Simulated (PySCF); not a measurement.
NMR data simulated for an unnamed compound:

¹H NMR (400 MHz, computed): δ 8.60 (m, 2H), 7.44 (m, 2H), 6.34 (br s, 1H).

¹³C{¹H} NMR (computed): δ 176.7 (C), 169.9 (C), 140.2 (CH), 128.8 (C), 121.1 (CH).

Single conformer, one averaged value for each set of equivalent atoms, relativity neglected, in vacuum. NMR shieldings at PBE0/pcSseg-1/GIAO; GFN2-xTB geometry; PySCF 2.14.

Shifts are taken against calculated references (same method and geometry level): TMS for ¹H (σref 31.72), ¹³C (σref 186.93).

Which of these does the molecule contain: an OH group, a carboxylic acid, an aldehyde, a benzene ring, a CH3CH2 unit, an ester?

## Answers


- An OH group: yes (δH 6.34 (br s)).
- A carboxylic acid: yes (δC 169.9; δH 6.34 (br s)).
- An aldehyde: no.
- A benzene ring: yes.
- A CH3CH2 unit: no.
- An ester: no.

The data belong to `O=C(O)c1ccc(F)cc1`, C₇H₅FO₂; they needn't prove each group on their own.

Carbon signals by region: 2 in the far downfield region (above 160 ppm), 3 in the sp2 and nitrile region (100–160 ppm). Above 160 ppm: 176.7, aromatic carbon bearing fluorine, 169.9, carboxylic acid carbon.

The OH or NH signal is concentration- and solvent-dependent in practice; the value given is the gas-phase one. Splittings by ¹⁹F in the carbon and heteronuclear signals aren't shown, as no couplings were computed. Shifts are as computed. Against solution values, carbons near 30 ppm lie about +3 ppm off and those near 130 ppm about +5 ppm. Of 1211 compounds with measured shifts, 218 miss one by over three times the rms of a fit or turn the order of signals round; such compounds aren't used in these exercises. Hydrogen bonding in solution deshields acid and N–H amide carbonyl carbons by as much as 10 ppm beyond these values. Multiplicities follow the n + 1 count of equivalent neighbours, as no J values were calculated; m marks all less simple cases, F and P coupling included.
